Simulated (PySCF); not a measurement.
C4H10BN. Atoms are numbered in the order given.

```xyz
16

C      0.2978    -2.4893     0.0000
N     -0.6009    -1.3636     0.0000
B     -0.2423    -0.0202     0.0000
C     -1.0686     1.3410     0.0000
C      0.3128     2.0585     0.0000
C      1.1532     0.7482     0.0000
H      0.1654    -3.1277    -0.8907
H      1.3346    -2.1258     0.0000
H      0.1654    -3.1277     0.8907
H     -1.5857    -1.6057     0.0000
H     -1.6911     1.5406     0.8877
H     -1.6911     1.5406    -0.8877
H      0.4818     2.6900    -0.8862
H      0.4818     2.6900     0.8862
H      1.7927     0.6107    -0.8876
H      1.7927     0.6107     0.8876
```

Coordinates come from a PBE0-D3(BJ)/def2-SVP optimisation. A frequency run showed that this geometry is not a minimum. This is a generated structure with no PubChem entry under its InChIKey; it may be hypothetical. The values are those of a single conformer.

Calculation: PySCF with PBE/def2-TZVP.

Symmetry labels are those of the subgroup Cs that the program uses (full group Cs).

Computed valence orbital energies around the gap with their symmetry:
```csv
orbital,symmetry,energy (eV)
HOMO−7,A",-10.44
HOMO−6,A',-9.13
HOMO−5,A",-8.82
HOMO−4,A',-7.72
HOMO−3,A",-7.66
HOMO−2,A',-6.55
HOMO−1,A',-6.27
HOMO,A",-6.14
LUMO,A",-0.22
LUMO+1,A',0.21
LUMO+2,A',0.80
LUMO+3,A',0.95
```
